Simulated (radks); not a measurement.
Results of a calculation; reference values are marked as such.
Problem. Valence configurations of Hf (all share [Xe]). Code: a radial shooting solver on a logarithmic mesh with Libxc functionals. Model: Dirac Kohn-Sham, PBE, spin-unpolarised, spherical densities, finite nucleus; open shells are shared between the two j in proportion to 2j + 1; Fermi nuclear charge, rms radius 5.347 fm. Order these by energy: 4f14 5d2 6s1.5 6p0.5; 4f14 5d2 6s1 6p1; 4f14 5d3 6s1; 4f14 5d2 6s2; 4f13 5d1 6s2 6p2; 4f14 5d1 6s2 6p1; 4f14 5d4; 4f12 5d2 6s2 6p2; 4f13 5d3 6s2; 4f13 5d2 6s2 6p1.

Solution. From the lowest, in eV above it: 4f14 5d2 6s2 0.000; 4f14 5d2 6s1.5 6p0.5 1.870; 4f14 5d1 6s2 6p1 1.931; 4f14 5d3 6s1 2.586; 4f14 5d2 6s1 6p1 3.796; 4f14 5d4 5.437; 4f13 5d3 6s2 17.393; 4f13 5d2 6s2 6p1 20.474; 4f13 5d1 6s2 6p2 25.256; 4f12 5d2 6s2 6p2 52.183. NIST lists [Xe] 4f14 5d2 6s2 as the ground configuration; this level of theory agrees among the configurations tried. The energies are those of spherical spin-averaged densities, not of single terms.
